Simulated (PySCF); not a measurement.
Radial density of Pr³⁴⁺ (praseodymium, charge +34)

UHF, [Ar] 3d7, high-spin 4F determinant. Computed with PySCF 2.14 in an uncontracted even-tempered set (18 s from 5.3 bohr⁻², ratio 2.5; 13 p from 6.9 bohr⁻², ratio 2.5; 8 d from 6.9 bohr⁻², ratio 2.5; 4 f from 30 bohr⁻², ratio 2.7; 3 g from 45 bohr⁻², ratio 2.7), with the spin-free X2C one-electron Hamiltonian (Gaussian nucleus).

```tsv
r (bohr)	4πr²ρ (e/bohr)	4πr²(ρα − ρβ)
0.0249	71.02	0.0182
0.0418	72.81	0.2357
0.0703	99.05	1.8903
0.118	69.86	8.2052
0.199	69.90	13.9690
0.335	34.37	5.2752
0.563	1.056	0.1616
0.947	0.001241	0.0002
```

Densities and radii are taken from the X2C orbitals without a picture-change correction, which distorts them close to the nucleus.

Spin-orbit coupling is strong in this species (close to jj coupling), so the high-spin LS determinant is a model state, not a physical level.
